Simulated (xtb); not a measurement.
xtb input (GFN2-xTB):

```bash
xtb mol.xyz --gfn 2 --sp --chrg 1 --uhf 0
```
mol.xyz:
```
4

Zr    -0.12901265    -0.34696664    -0.23068735
Cl     2.12053874    -0.09767538    -0.39218908
Cl    -0.68304698    -0.61470228     1.95336255
Cl    -1.13393259     1.52876977    -1.01837969
```

Output:

```
           -------------------------------------------------
          |                Calculation Setup                |
           -------------------------------------------------

           -------------------------------------------------
          |                 G F N 2 - x T B                 |
           -------------------------------------------------

        Reference                      10.1021/acs.jctc.8b01176
      * Hamiltonian:
        H0-scaling (s, p, d)           1.850000    2.230000    2.230000
        zeta-weighting                 0.500000
      * Dispersion:
        s8                             2.700000
        a1                             0.520000
        a2                             5.000000
        s9                             5.000000
      * Repulsion:
        kExp                           1.500000    1.000000
        rExp                           1.000000
      * Coulomb:
        alpha                          2.000000
        third order                    shell-resolved
        anisotropic                    true
        a3                             3.000000
        a5                             4.000000
        cn-shift                       1.200000
        cn-exp                         4.000000
        max-rad                        5.000000

          ...................................................
          :                      SETUP                      :
          :.................................................:
          :  # basis functions                  40          :
          :  # atomic orbitals                  36          :
          :  # shells                           12          :
          :  # electrons                        24          :
          :  max. iterations                   250          :
          :  Hamiltonian                  GFN2-xTB          :
          :  restarted?                      false          :
          :  GBSA solvation                  false          :
          :  PC potential                    false          :
          :  electronic temp.          300.0000000     K    :
          :  accuracy                    1.0000000          :
          :  -> integral cutoff          0.2500000E+02      :
          :  -> integral neglect         0.1000000E-07      :
          :  -> SCF convergence          0.1000000E-05 Eh   :
          :  -> wf. convergence          0.1000000E-03 e    :
          :  Broyden damping             0.4000000          :
          :  net charge                          1          :
          :  unpaired electrons                  0          :
          ...................................................

 iter      E             dE          RMSdq      gap      omega  full diag
   1    -14.8324411 -0.148324E+02  0.146E+01    1.09       0.0  T
   2    -14.9392677 -0.106827E+00  0.112E+01    3.39       1.0  T
   3    -14.9822881 -0.430203E-01  0.663E+00    2.21       1.0  T
   4    -14.9792011  0.308693E-02  0.190E+00    2.08       1.0  T
   5    -14.9825605 -0.335937E-02  0.118E+00    2.20       1.0  T
   6    -14.9838556 -0.129510E-02  0.418E-01    2.44       1.0  T
   7    -14.9840571 -0.201469E-03  0.192E-01    2.40       1.0  T
   8    -14.9840678 -0.107601E-04  0.258E-02    2.38       1.9  T
   9    -14.9840680 -0.202265E-06  0.295E-02    2.38       1.7  T
  10    -14.9840682 -0.178285E-06  0.319E-03    2.38      15.7  T
  11    -14.9840682 -0.102700E-08  0.107E-03    2.38      46.7  T
  12    -14.9840682 -0.982313E-09  0.702E-04    2.38      71.2  T
  13    -14.9840682 -0.701661E-11  0.386E-05    2.38    1296.7  T

   *** convergence criteria satisfied after 13 iterations ***

         #    Occupation            Energy/Eh            Energy/eV
      -------------------------------------------------------------
         1        2.0000           -1.2922861             -35.1649
       ...           ...                  ...                  ...
         6        2.0000           -0.6403904             -17.4259
         7        2.0000           -0.6403904             -17.4259
         8        2.0000           -0.6365640             -17.3218
         9        2.0000           -0.6365640             -17.3218
        10        2.0000           -0.6275955             -17.0777
        11        2.0000           -0.6275955             -17.0777
        12        2.0000           -0.6228573             -16.9488 (HOMO)
        13                         -0.5353140             -14.5666 (LUMO)
        14                         -0.5244583             -14.2712
        15                         -0.5244583             -14.2712
        16                         -0.4947499             -13.4628
        17                         -0.4947499             -13.4628
       ...                                ...                  ...
        36                          0.4649042              12.6507
      -------------------------------------------------------------
                  HL-Gap            0.0875433 Eh            2.3822 eV
             Fermi-level           -0.5790857 Eh          -15.7577 eV

 SCC (total)                   0 d,  0 h,  0 min,  0.010 sec
 SCC setup                      ...        0 min,  0.000 sec (  1.805%)
 Dispersion                     ...        0 min,  0.000 sec (  0.459%)
 classical contributions        ...        0 min,  0.000 sec (  0.392%)
 integral evaluation            ...        0 min,  0.002 sec ( 15.725%)
 iterations                     ...        0 min,  0.006 sec ( 54.285%)
 molecular gradient             ...        0 min,  0.003 sec ( 24.925%)
 printout                       ...        0 min,  0.000 sec (  2.126%)

         :::::::::::::::::::::::::::::::::::::::::::::::::::::
         ::                     SUMMARY                     ::
         :::::::::::::::::::::::::::::::::::::::::::::::::::::
         :: total energy             -14.954382994605 Eh    ::
         :: gradient norm              0.018571535214 Eh/a0 ::
         :: HOMO-LUMO gap              2.382174632706 eV    ::
         ::.................................................::
         :: SCC energy               -14.984066571473 Eh    ::
         :: -> isotropic ES            0.134895123004 Eh    ::
         :: -> anisotropic ES         -0.005217041672 Eh    ::
         :: -> anisotropic XC         -0.011585306045 Eh    ::
         :: -> dispersion             -0.004118282833 Eh    ::
         :: repulsion energy           0.029683576868 Eh    ::
         :: add. restraining           0.000000000000 Eh    ::
         :: total charge               1.000000000000 e     ::
         :::::::::::::::::::::::::::::::::::::::::::::::::::::

           -------------------------------------------------
          |                Property Printout                |
           -------------------------------------------------

    * Orbital Energies and Occupations

         #    Occupation            Energy/Eh            Energy/eV
      -------------------------------------------------------------
         1        2.0000           -1.2922861             -35.1649
         2        2.0000           -1.2922861             -35.1649
         3        2.0000           -1.2759586             -34.7206
         4        2.0000           -0.7492808             -20.3890
         5        2.0000           -0.6580880             -17.9075
         6        2.0000           -0.6403904             -17.4259
         7        2.0000           -0.6403904             -17.4259
         8        2.0000           -0.6365640             -17.3218
         9        2.0000           -0.6365640             -17.3218
        10        2.0000           -0.6275955             -17.0777
        11        2.0000           -0.6275955             -17.0777
Note: The following floating-point exceptions are signalling: IEEE_UNDERFLOW_FLAG IEEE_DENORMAL
normal termination of xtb
        12        2.0000           -0.6228573             -16.9488 (HOMO)
        13                         -0.5353140             -14.5666 (LUMO)
        14                         -0.5244583             -14.2712
        15                         -0.5244583             -14.2712
        16                         -0.4947499             -13.4628
        17                         -0.4947499             -13.4628
        18                         -0.3409814              -9.2786
        19                         -0.1709251              -4.6511
        20                         -0.1709251              -4.6511
        21                         -0.1706998              -4.6450
        22                         -0.1704561              -4.6383
        23                         -0.1681213              -4.5748
       ...                                ...                  ...
        36                          0.4649042              12.6507
      -------------------------------------------------------------
                  HL-Gap            0.0875433 Eh            2.3822 eV
             Fermi-level           -0.5790857 Eh          -15.7577 eV

     #   Z          covCN         q      C6AA      α(0)
     1  40 Zr       2.204     1.122   432.499    47.633
     2  17 Cl       0.735    -0.041   100.186    15.310
     3  17 Cl       0.735    -0.041   100.186    15.310
     4  17 Cl       0.735    -0.041   100.186    15.310

 Mol. C6AA /au·bohr⁶  :       2512.213833
 Mol. C8AA /au·bohr⁸  :     207318.796591
 Mol. α(0) /au        :         93.562977

Wiberg/Mayer (AO) data.
largest (>0.10) Wiberg bond orders for each atom

 ---------------------------------------------------------------------------
     #   Z sym  total        # sym  WBO       # sym  WBO       # sym  WBO
 ---------------------------------------------------------------------------
     1  40 Zr   4.288 --     3 Cl   1.429     4 Cl   1.429     2 Cl   1.429
     2  17 Cl   1.616 --     1 Zr   1.429
     3  17 Cl   1.616 --     1 Zr   1.429
     4  17 Cl   1.616 --     1 Zr   1.429
 ---------------------------------------------------------------------------

Topologies differ in total number of bonds
Writing topology from bond orders to xtbtopo.mol

molecular dipole:
                 x           y           z       tot (Debye)
 q only:       -0.297      -0.799      -0.531
   full:       -0.444      -1.193      -0.793       3.812
molecular quadrupole (traceless):
                xx          xy          yy          xz          yz          zz
 q only:       -0.628       0.601       0.765       0.400       1.075      -0.137
  q+dip:       -0.523       0.500       0.637       0.333       0.894      -0.114
   full:       -1.667       1.595       2.030       1.061       2.852      -0.363

           -------------------------------------------------
          | TOTAL ENERGY              -14.954382994605 Eh   |
          | GRADIENT NORM               0.018571535214 Eh/α |
          | HOMO-LUMO GAP               2.382174632706 eV   |
           -------------------------------------------------

------------------------------------------------------------------------
------------------------------------------------------------------------
 total:
 SCF:
```

The spin state was set by rule; other spins were not relaxed.
